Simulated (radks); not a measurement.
All-electron atom: Fe in [Ar] 3d6 4s2 (the NIST ground configuration).

Method: scalar-relativistic Kohn-Sham, BLYP, spin-polarised, spherical densities, point nucleus; open shells are filled with parallel spins first; computed with a radial shooting solver on a logarithmic mesh with Libxc functionals.

Energy parts (eV):
total: -34637.505
kinetic: 35054.179
electron-nucleus: -82824.051
Hartree: 14657.084
exchange-correlation: -1524.717

Orbitals (lengths in bohr, moments of r in powers of bohr; <r^-3> diverges for s and p1/2; r(90%) holds 90 % of the orbital's charge):
orbital	occ.	eigenvalue (eV)	<r>	<r^-3>	r(90%)
1s up	1	-7000.568	0.05845	-	0.104
1s down	1	-7000.567	0.05845	-	0.104
2s up	1	-819.9532	0.2672	-	0.414
2s down	1	-818.1221	0.2668	-	0.413
2p up	3	-698.6948	0.2357	480.5	0.386
2p down	3	-697.2983	0.2353	481.9	0.385
3s up	1	-95.2243	0.8097	-	1.21
3s down	1	-90.9878	0.8132	-	1.22
3p up	3	-61.2992	0.8559	60.37	1.32
3p down	3	-57.1867	0.8625	59.36	1.33
3d up	5	-8.6969	1.112	5.031	1.95
4s up	1	-5.4901	2.928	-	4.49
3d down	1	-5.1868	1.223	4.588	2.21
4s down	1	-4.8449	3.090	-	4.76

The highest occupied level is 4s down at -4.845 eV. The density falls to 0.001 e/bohr^3 at r = 4.47 bohr. For comparison, the ionisation energy in NIST's Atomic Spectra Database is 7.902 eV (measured). In exact Kohn-Sham theory the highest level is minus the ionisation energy, but local and semilocal functionals leave it too shallow, through self-interaction and a potential that decays too fast; potentials with the right tail come closer. Spin moment in Bohr magnetons: 4. Summed over all electrons, <r^2> = 38.88 bohr^2, which gives a Langevin (diamagnetic) susceptibility term of -30.8 x 10^-6 cm^3/mol.
